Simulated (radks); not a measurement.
All-electron atom: B2+ in 1s1.5 2s1 2p0.5 (fractional occupations, a model configuration). Method: non-relativistic Kohn-Sham, exchange-only B88, spin-polarised, spherical densities, point nucleus; open shells are filled with parallel spins first; computed with a radial shooting solver on a logarithmic mesh with Libxc functionals.

Local quantities along the radius. ELF = 1/(1 + alpha^2) is the electron localisation function; alpha = (tau - tau_W)/tau_unif compares the Pauli kinetic energy density with that of the uniform gas (summed over spins).

```
   r/bohr * ELF (the largest magnitude, 1, reaches the edge; | marks zero)
  0.01353 |                                                      *
  0.01501 |                                                      *
  0.01652 |                                                      *
  0.01819 |                                                      *
  0.02018 |                                                      *
  0.02221 |                                                      *
  0.02445 |                                                      *
  0.02713 |                                                      *
  0.02986 |                                                      *
  0.03314 |                                                      *
  0.03648 |                                                      *
  0.04015 |                                                      *
  0.04455 |                                                      *
  0.04904 |                                                      *
  0.05398 |                                                      *
   0.0599 |                                                      *
  0.06593 |                                                      *
  0.07316 |                                                      *
  0.08053 |                                                      *
  0.08864 |                                                      *
  0.09836 |                                                      *
   0.1083 |                                                      *
   0.1201 |                                                      *
   0.1322 |                                                      *
   0.1456 |                                                      *
   0.1615 |                                                      *
   0.1778 |                                                      *
   0.1957 |                                                      *
   0.2172 |                                                      *
    0.239 |                                                      *
   0.2652 |                                                      *
    0.292 |                                                      *
   0.3214 |                                                     *
   0.3566 |                                                    *
   0.3925 |                                               *
   0.4321 |                                      *
   0.4794 |                       *
   0.5278 |           *
   0.5856 |     *
   0.6446 |   *
   0.7096 |   *
   0.7873 |      *
   0.8667 |              *
   0.9616 |                           *
    1.059 |                                       *
    1.165 |                                             *
    1.293 |                                                *
    1.423 |                                                  *
    1.567 |                                                  *
    1.738 |                                                  *
    1.913 |                                                 *
    2.123 |                                               *
    2.337 |                                            *
    2.572 |                                       *
    2.854 |                               *
    3.142 |                    *
    3.459 |         *
    3.838 |   *
    4.224 |*
    4.687 *
     5.16 *
```

On this mesh the ELF has minima near r = 0.64 bohr, which separate the shells, and maxima near 1.6 (0.93).
